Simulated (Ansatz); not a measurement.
`BC(=C=N)OC` → `CB1COC=N1`  (isomerisation)

Program: Ansatz. Geometries: PBE0-D4/def2-TZVP. ΔE: electronic, gas phase. CBS: MP2 limit from def2 TZ/QZ plus the TZ coupled-cluster correction, frozen cores. Functionals use def2-TZVPP. One conformer a species, not always the lowest.

`BC(=C=N)OC`:

```xyz
12

B     0.662   -1.839   -0.841
C     0.164   -0.581   -0.175
C     0.021    0.465   -0.996
N    -0.217    1.328   -1.811
O    -0.085   -0.514    1.170
C    -0.595    0.712    1.630
H     0.849   -2.824   -0.192
H     0.863   -1.820   -2.018
H     0.523    1.980   -2.063
H    -0.755    0.606    2.702
H     0.115    1.531    1.451
H    -1.546    0.957    1.143
```

`CB1COC=N1`:

```xyz
12

C    -0.694    0.589    1.628
B    -0.245    0.017    0.253
C     1.036    0.367   -0.608
O     0.899   -0.514   -1.750
C    -0.226   -1.194   -1.543
N    -0.944   -1.006   -0.500
H    -0.178    1.501    1.933
H    -0.506   -0.169    2.399
H    -1.774    0.764    1.644
H     1.079    1.394   -0.982
H     1.997    0.149   -0.132
H    -0.444   -1.899   -2.343
```

```csv
species,PBE0 energy (Eh)
`BC(=C=N)OC`,-272.45247
`CB1COC=N1`,-272.56206
```

Q: Work out ΔE.

A: ΔE = (-272.56206) − (-272.45247) = -0.10959 Eh = -2.98 eV. CCSD(T)/CBS gives -2.96 eV.

Largest T1 diagnostic among the species: 0.015.

From PBE to PBE0 (25 % exact exchange), in def2-TZVPP and without D4, ΔE moves by −0.22 eV.
